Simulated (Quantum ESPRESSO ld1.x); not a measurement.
The aim is the chlorine ion Cl+ in [Ne] 3s2 3p4. This ld1.x (Quantum ESPRESSO 7.5) run was made with `OMP_NUM_THREADS=1 ld1.x < ld1.in > ld1.out`. Can the result be used? Name any fault.

```
 &input
    zed=17.0,
    iswitch=1,
    rel=1,
    dft='PBE',
    config='[Ne] 3s2 3p4 4p3',
    prefix='ld1',
    max_out_wfc=37,
    file_charge='ld1.rho',
 /
```

Output (excerpt):

```
     Program LD1 v.7.5 starts

     Message from routine scf:
     warning: convergence not achieved
     --------------------------- All-electron run ----------------------------

     scalar relativistic calculation

     atomic number is 17.00
     dft =PBE   lsd =0 sic =0 latt =0  beta=0.20 tr2=1.0E-14
     Exchange-correlation= PBE
                           (   1   4   3   4   0   0   0)
     mesh =1931 r(mesh) = 100.16178 a.u. xmin = -8.00 dx = 0.00800
     1 Ry =  13.60569312 eV, c = 137.03599908

     n l     nl                  e(Ry)          e(Ha)          e(eV)
     1 0     1S 1( 2.00)      -202.7221      -101.3611     -2758.1751
     2 0     2S 1( 2.00)       -19.0599        -9.5300      -259.3237
     2 1     2P 1( 6.00)       -14.5736        -7.2868      -198.2834
     3 0     3S 1( 2.00)        -1.9099        -0.9549       -25.9849
     3 1     3P 1( 4.00)        -0.9810        -0.4905       -13.3470
     4 1     4P 1( 3.00)         0.0106         0.0053         0.1448

     final scf error:  1.9E-01 reached in 201 iterations

     Etot =    -914.243997 Ry,    -457.121998 Ha,  -12438.923262 eV

     Ekin =     933.416495 Ry,     466.708247 Ha,   12699.778386 eV
     Encl =   -2183.996924 Ry,   -1091.998462 Ha,  -29714.791930 eV
     Eh   =     391.728286 Ry,     195.864143 Ha,    5329.734848 eV
     Exc  =     -55.391854 Ry,     -27.695927 Ha,    -753.644565 eV
```

Answer. No (not converged). The line at issue: config='[Ne] 3s2 3p4 4p3'. The string holds 19 electrons for Z = 17, so the species has charge -2 and is not the one meant. The extra electrons are not bound, and the cycle does not converge. The sound input gives -460.924 hartree.
